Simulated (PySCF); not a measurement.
Species: C₄H₉Al.
Bonds: C1–C2 (double), C2–C3, C3–Al4, Al4–C5. Hydrogens: H6, H7 on C1; H8 on C2; H9, H10 on C3; H11 on Al4; H12, H13, H14 on C5.

The calculation used PySCF, PBE0-D3(BJ)/def2-SVP geometry optimisation, gas phase.

(1) How far are the bound atoms from Al4?

(2) List the angles at Al4.

(3) What is the shape at Al4?

(4) What are the other bond lengths?

(5) Give some angles away from the centre.

(6) What are the rotational constants (commonest isotopes, rigid rotor)?

## Answers

(1) 3 atoms: H11 1.597 Å, C5 1.953 Å, C3 1.979 Å. The nearest atom not counted as bound is H9, at 2.50 Å.

(2) 
| angle | degrees | distance of the outer atoms (Å) |
| --- | --- | --- |
| C5–Al4–H11 | 122.2 | 3.11 |
| C3–Al4–C5 | 119.3 | 3.39 |
| C3–Al4–H11 | 118.5 | 3.08 |

(3) Planar: angles 122.2°, 119.3° and 118.5°, sum 360.0°, 0.02 Å off the plane of its three neighbours. The Al–C distances aren't all alike: 1.953 to 1.979 Å.

(4) C1=C2 1.338 Å; C2–C3 1.487 Å; C1–H6 1.096 Å; C1–H7 1.093 Å; C2–H8 1.099 Å; C3–H9, C3–H10 1.106 Å; C5–H12, C5–H13, C5–H14 1.103 Å.

(5) C1–C2–C3 126.6°, C2–C3–Al4 113.1°.

(6) A = 5892, B = 2343, C = 1804 MHz: an asymmetric top.

Point group: C1 (no symmetry element, even within 0.4 Å). Charge 0, singlet. Whether it is a minimum is left open (no frequencies).

The values belong to the conformer `[CH2:1]=[CH:2][CH2:3][AlH:4][CH3:5]`: C1–C2–C3–Al4 95°, C2–C3–Al4–C5 -24°.
